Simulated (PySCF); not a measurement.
Molecule: `c1cc(OC)ccn1`, C6H7NO.

Geometry (Å), atoms numbered from 1 in this order:
```xyz
15

C     2.255   -0.141    0.116
O     1.212    0.793    0.029
C    -0.050    0.348   -0.040
C    -1.065    1.311   -0.112
C    -2.382    0.883   -0.183
N    -2.755   -0.399   -0.189
C    -1.785   -1.303   -0.122
C    -0.424   -1.000   -0.046
H     2.289   -0.799   -0.769
H     3.187    0.434    0.169
H     2.168   -0.766    1.022
H    -0.802    2.370   -0.109
H    -3.188    1.624   -0.239
H    -2.096   -2.355   -0.128
H     0.307   -1.807    0.006
```

Geometry PBE0-D3(BJ)/def2-SVP throughout; GIAO in PySCF 2.14, gas phase, one conformer, non-relativistic; equivalent atoms averaged; functional PBE0.

For orientation, pcSseg-1 gives these absolute shieldings σ: C3 14.7, C5/C7 27.6, C4/C8 71.7, C1 130.7, O2 222.6, N6 -71.5, H13/H14 22.70, H12/H15 24.65, H9/H10/H11 27.58 ppm.

A run gave: C3 35.0, C5/C7 47.3, C4/C8 87.7, C1 145.7, O2 236.5, N6 -42.1, H13/H14 22.82, H12/H15 24.86, H9/H10/H11 27.75 ppm (absolute shieldings σ).

Question: Which basis set was used in that run?
A. cc-pVDZ
B. pcSseg-0
C. 6-31G*
D. aug-cc-pVDZ
E. 6-31G

Answer: A. H12/H15 tells them apart best: cc-pVDZ gives 24.86, 6-31G* gives 25.55, aug-cc-pVDZ gives 24.50, pcSseg-0 gives 26.16, 6-31G gives 25.78 ppm.
